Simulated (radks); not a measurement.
Rh9+, configuration [Kr]. Calculated with a radial shooting solver on a logarithmic mesh with Libxc functionals: scalar-relativistic Kohn-Sham, PBEsol, spin-polarised, spherical densities, finite nucleus; Fermi nuclear charge, rms radius 4.4945 fm.

Unscreened Slater integrals over Kohn-Sham orbitals (cm^-1). They are taken over the spin-up orbitals.

integral    value
F0(4p,4p)  200990
F2(4p,4p)  106700
F0(4p,4s)  206910
G1(4p,4s)  141670
F0(4p,3d)  257590
F2(4p,3d)   64858
G1(4p,3d)   21221
G3(4p,3d)   20752
F0(4p,3p)  255670
F2(4p,3p)   67683
G0(4p,3p)   17704
G2(4p,3p)   21196
F0(4s,4s)  213530
F0(4s,3d)  270320
G2(4s,3d)   23382
F0(4s,3p)  268250
G1(4s,3p)   23096
F0(3d,3d)  542120
F2(3d,3d)  269160
F4(3d,3d)  171490
F0(3d,3p)  520140
F2(3d,3p)  251530
G1(3d,3p)  290870
G3(3d,3p)  186020
F0(3p,3p)  507590
F2(3p,3p)  255650
